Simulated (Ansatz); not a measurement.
Total energies of diphenyliodonium chloride (C₁₂H₁₀ClI) from Ansatz at PBE-D4/def2-SVP, gas phase (1 Eh = 27.2114 eV = 2625.5 kJ/mol). The reference geometry is relaxed at r2SCAN-D4/def2-SVP.

```tsv
atom	x (Å)	y (Å)	z (Å)
Cl1	-1.122	-1.855	0.377
C2	-3.129	1.113	-3.609
C3	-1.808	1.552	-3.708
C4	-0.916	1.341	-2.646
C5	-1.392	0.692	-1.512
I6	0.055	0.686	0.172
C7	1.425	-0.323	1.606
C8	2.743	0.101	1.477
C9	3.672	-0.338	2.432
C10	3.264	-1.177	3.471
C11	1.929	-1.587	3.565
C12	0.987	-1.167	2.617
C13	-2.696	0.230	-1.386
C14	-3.572	0.460	-2.453
H15	-3.820	1.273	-4.442
H16	-1.454	2.051	-4.615
H17	0.123	1.679	-2.718
H18	3.057	0.754	0.657
H19	4.718	-0.026	2.347
H20	3.993	-1.523	4.210
H21	1.610	-2.244	4.380
H22	-0.053	-1.499	2.645
H23	-3.006	-0.312	-0.490
H24	-4.608	0.117	-2.377
```

```
                 state                       geometry  energy (Eh)
      charge 0 singlet                      reference  -1219.85312
      charge 1 doublet                      reference  -1219.56388
     charge -1 doublet                      reference  -1219.91315
     charge -1 doublet  relaxed at r2SCAN-D4/def2-SVP  -1219.94242
free Cl atom (doublet)                              –   -459.79702
 free C atom (triplet)                              –    -37.75124
 free I atom (doublet)                              –   -297.65577
 free H atom (doublet)                              –     -0.49863
```

In the def2 sets I takes a core potential; there is no spin–orbit coupling.

Question: Work out the vertical ionisation energy to the doublet.

Answer: E(charge 1 doublet) − E(charge 0 singlet) = -1219.56388 − (-1219.85312) = 0.28924 Eh = 7.87 eV. For comparison, −ε of the highest occupied level is 5.50 eV at this level, 2.37 eV less.

Question: Work out the vertical electron affinity, to the doublet.

Answer: E(charge 0 singlet) − E(charge -1 doublet) = -1219.85312 − (-1219.91315) = 0.06003 Eh = 1.63 eV. The basis lacks diffuse functions, which makes affinities too small.

Question: Give the fundamental gap IE − EA, the Mulliken electronegativity (IE + EA)/2 and the hardness (IE − EA)/2.

Answer: From the values in Eh: IE − EA = 0.28924 − 0.06003 = 0.22921 Eh = 6.24 eV; (IE + EA)/2 = 4.75 eV; (IE − EA)/2 = 3.12 eV. The HOMO–LUMO gap of the same run is 1.61 eV, 4.63 eV smaller than the fundamental gap.

Question: How much does the charge -1 doublet relax, and what is the adiabatic electron affinity?

Answer: Relaxation: -1219.91315 − (-1219.94242) = 0.02927 Eh = 0.80 eV. Adiabatic electron affinity: 0.08930 Eh = 2.43 eV, without zero-point energy. Bonds change on the way (1 lost, 0 formed), so the relaxed form is another species. 

Question: What is the binding energy per atom against free atoms?

Answer: Atoms: 1 × (-459.79702) + 12 × (-37.75124) + 1 × (-297.65577) + 10 × (-0.49863) = -1215.45397 Eh. Binding: -1215.45397 − (-1219.85312) = 4.39915 Eh = 119.71 eV, or 4.99 eV for each of 24 atoms (no zero-point energy, no counterpoise term).

At PBE-D4/def2-SVP the gap within one spin of the charge 1 doublet nearly closes, so an electron or hole may be smeared out by delocalisation error. At PBE-D4/def2-SVP the highest occupied level of the charge -1 doublet lies above zero (up to 0.71 eV). By energy differences its removal costs 1.63 eV (vertical, to the charge 0 singlet, at PBE-D4/def2-SVP); self-interaction error and the lack of diffuse functions both raise the level.
